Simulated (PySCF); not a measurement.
**Stationary points of TlF₂⁻**

Computed with PBE0/[Tl def2-TZVPD with ECP60, F def2-TZVPD], scalar-relativistic core potentials, density fitting, no spin–orbit coupling, PySCF.

Relaxations began from a few typed shapes. The search is not exhaustive: other isomers or separated fragments can lie lower, and high-lying points may rest on an excited occupation.

**Question.** Which is the lowest minimum found?
A. singlet D∞h: Tl–F 2.378 Å (×2); F–Tl–F 180.0°
B. singlet C2v: Tl–F 2.209 Å (×2); F–Tl–F 100.5°

**Answer.** B. The others lie at 63.3 (singlet D∞h, a saddle point) kJ/mol above it.

Counting electrons, thallium keeps 2 of its valence electrons outside its bonds, so the VSEPR class is AX2E1 and the expected shape is bent (C2v), as computed.

For the lowest minimum: the lowest empty level of this anion is unbound, so it and the gap depend on the basis. Spin–orbit coupling, left out here, can matter for elements this heavy.
